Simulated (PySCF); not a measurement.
## Relaxation of triplet H₂RuS

All numbers come from UPBE0 in PySCF with Ru def2-TZVP with ECP28, S def2-TZVP, H def2-TZVP; scalar-relativistic core potentials, no spin–orbit coupling; density-fitted integrals. A (50,194) grid was used.

A hand-made trigonal planar start, of C2v symmetry, held to at least that symmetry:

```xyz
4
charge 0 multiplicity 3, angstrom
Ru    0.2389    0.4137    0.0000
S    -0.8012   -1.3875    0.0000
H     1.8089    0.4136    0.0000
H    -0.5460    1.7734    0.0000
```

(1) What forces act on the atoms at the start (eV/Å)?

(2) What does it relax to?

(3) How much energy is released, and in how many steps?

Answers

(1) 
```tsv
atom	Fx	Fy	Fz
Ru1	-0.41	-0.72	0.00
S2	0.63	1.09	0.00
H3	0.49	-0.53	0.00
H4	-0.70	0.16	0.00
```

(2) It ends at C2v with Ru–H 1.607 Å (×2), Ru–S 2.021 Å; H–Ru–H 133.6°, H–Ru–S 113.2° (×2). A frequency run shows a minimum. Other isomers or separated fragments may lie lower.

(3) 14.9 kJ/mol in 6 steps.

Other spin states or occupations of the open shell can lie lower.

The relaxation took of the order of 60 core-seconds on a shared host.
